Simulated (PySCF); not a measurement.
Field gradients from PBE0/pcSseg-1 densities (PySCF, non-relativistic) at GFN2-xTB geometries, isolated species, one conformer each; χzz is the principal value of largest magnitude, with Q(14N) = 0.02044 b, Q(17O) = −0.0256 b, Q(35Cl) = −0.0817 b. Where η is near 1, a small change in the tensor can flip the sign of χzz. GFN2-xTB bond lengths can be off by several hundredths of an ångström, more for odd bonds, and the gradients follow them. With a basis this small, the couplings can be 20 % off.

Q: These 14N couplings (χzz in MHz, η) are listed in rising order: (-5.905, 0.86); (-4.948, 0.18); (-4.661, 0.06); (-3.544, 0.29); (-0.079, 0.45); (4.306, 0.98). Assign them to: N8 (pyridine-type nitrogen) in `[CH2:1]=[CH:2][c:3]1[cH:4][c:5]([O:6][SiH3:7])[n:8][nH:9]1`; N6 (pyridine-type nitrogen) in `[CH2:1]=[N:2][CH2:3][c:4]1[cH:5][n:6][o:7][c:8]1[SiH3:9]`; N4 (pyrrole-type nitrogen) in `[CH3:1][O:2][c:3]1[nH:4][n:5][n:6][c:7]1[C:8]#[N:9]`; N5 (nitrile nitrogen) in `[CH3:1][CH2:2]/[C:3]([C:4]#[N:5])=[N:6]\[SiH2:7][CH:8]=[O:9]`; N5 (nitrile nitrogen) in `[CH3:1]/[C:2]([CH2:3][C:4]#[N:5])=[N:6]\[SiH2:7][CH:8]=[O:9]`; the ammonium nitrogen of `[NH3+]C/C=C/F`.

A: -5.905 MHz, η 0.86: N6 (pyridine-type nitrogen) in `[CH2:1]=[N:2][CH2:3][c:4]1[cH:5][n:6][o:7][c:8]1[SiH3:9]`; -4.948 MHz, η 0.18: N5 (nitrile nitrogen) in `[CH3:1][CH2:2]/[C:3]([C:4]#[N:5])=[N:6]\[SiH2:7][CH:8]=[O:9]`; -4.661 MHz, η 0.06: N5 (nitrile nitrogen) in `[CH3:1]/[C:2]([CH2:3][C:4]#[N:5])=[N:6]\[SiH2:7][CH:8]=[O:9]`; -3.544 MHz, η 0.29: N4 (pyrrole-type nitrogen) in `[CH3:1][O:2][c:3]1[nH:4][n:5][n:6][c:7]1[C:8]#[N:9]`; -0.079 MHz, η 0.45: the ammonium nitrogen of `[NH3+]C/C=C/F`; 4.306 MHz, η 0.98: N8 (pyridine-type nitrogen) in `[CH2:1]=[CH:2][c:3]1[cH:4][c:5]([O:6][SiH3:7])[n:8][nH:9]1`.

Question: Rank these 17O sites by the size of the quadrupole coupling, smallest first.
A. The silyl ether oxygen of `C=Cc1cc(O[SiH3])n[nH]1`
B. The aryl ether oxygen of `COc1[nH]nnc1C#N`
C. The carbonyl oxygen of `CC/C(C#N)=N\[SiH2]C=O`
D. The siloxane oxygen of `C#C[Si@@H](Cl)[SiH2]O[SiH3]`
E. The ring oxygen of `C=NCc1cnoc1[SiH3]`
F. The amide oxygen of `CC(=O)N[SiH2]CCl`

Answer: D (6.915 MHz), F (8.992 MHz), A (9.677 MHz), E (10.70 MHz), B (11.54 MHz), C (13.28 MHz).

Q: These 35Cl couplings (χzz in MHz, η) are listed in rising order: (-76.51, 0.01); (-42.77, 0.04); (-39.70, 0.07). Assign them to: the alkyl chlorine of `CC(=O)N[SiH2]CCl`; the silicon-bound chlorine of `C#C[Si@@H](Cl)[SiH2]O[SiH3]`; the silicon-bound chlorine of `C#C[Si@]([SiH3])(Cl)O[SiH3]`.

A: -76.51 MHz, η 0.01: the alkyl chlorine of `CC(=O)N[SiH2]CCl`; -42.77 MHz, η 0.04: the silicon-bound chlorine of `C#C[Si@@H](Cl)[SiH2]O[SiH3]`; -39.70 MHz, η 0.07: the silicon-bound chlorine of `C#C[Si@]([SiH3])(Cl)O[SiH3]`.

All sites together:

| nucleus | site | Vzz (au) | η | χzz (MHz) |
| --- | --- | --- | --- | --- |
| 14N | N8 (pyridine-type nitrogen) in [CH2:1]=[CH:2][c:3]1[cH:4][c:5]([O:6][SiH3:7])[n:8][nH:9]1 | 0.897 | 0.98 | 4.306 |
| 14N | N6 (pyridine-type nitrogen) in [CH2:1]=[N:2][CH2:3][c:4]1[cH:5][n:6][o:7][c:8]1[SiH3:9] | -1.230 | 0.86 | -5.905 |
| 14N | N4 (pyrrole-type nitrogen) in [CH3:1][O:2][c:3]1[nH:4][n:5][n:6][c:7]1[C:8]#[N:9] | -0.738 | 0.29 | -3.544 |
| 14N | N5 (nitrile nitrogen) in [CH3:1][CH2:2]/[C:3]([C:4]#[N:5])=[N:6]\[SiH2:7][CH:8]=[O:9] | -1.030 | 0.18 | -4.948 |
| 14N | N5 (nitrile nitrogen) in [CH3:1]/[C:2]([CH2:3][C:4]#[N:5])=[N:6]\[SiH2:7][CH:8]=[O:9] | -0.971 | 0.06 | -4.661 |
| 14N | the ammonium nitrogen of [NH3+]C/C=C/F | -0.016 | 0.45 | -0.079 |
| 17O | the silyl ether oxygen of C=Cc1cc(O[SiH3])n[nH]1 | 1.609 | 0.21 | -9.677 |
| 17O | the ring oxygen of C=NCc1cnoc1[SiH3] | 1.779 | 0.07 | -10.70 |
| 17O | the siloxane oxygen of C#C[Si@@H](Cl)[SiH2]O[SiH3] | 1.150 | 0.07 | -6.915 |
| 17O | the aryl ether oxygen of COc1[nH]nnc1C#N | 1.919 | 0.71 | -11.54 |
| 17O | the carbonyl oxygen of CC/C(C#N)=N\[SiH2]C=O | -2.208 | 0.69 | 13.28 |
| 17O | the amide oxygen of CC(=O)N[SiH2]CCl | -1.495 | 0.03 | 8.992 |
| 35Cl | the alkyl chlorine of CC(=O)N[SiH2]CCl | 3.985 | 0.01 | -76.51 |
| 35Cl | the silicon-bound chlorine of C#C[Si@@H](Cl)[SiH2]O[SiH3] | 2.228 | 0.04 | -42.77 |
| 35Cl | the silicon-bound chlorine of C#C[Si@]([SiH3])(Cl)O[SiH3] | 2.068 | 0.07 | -39.70 |
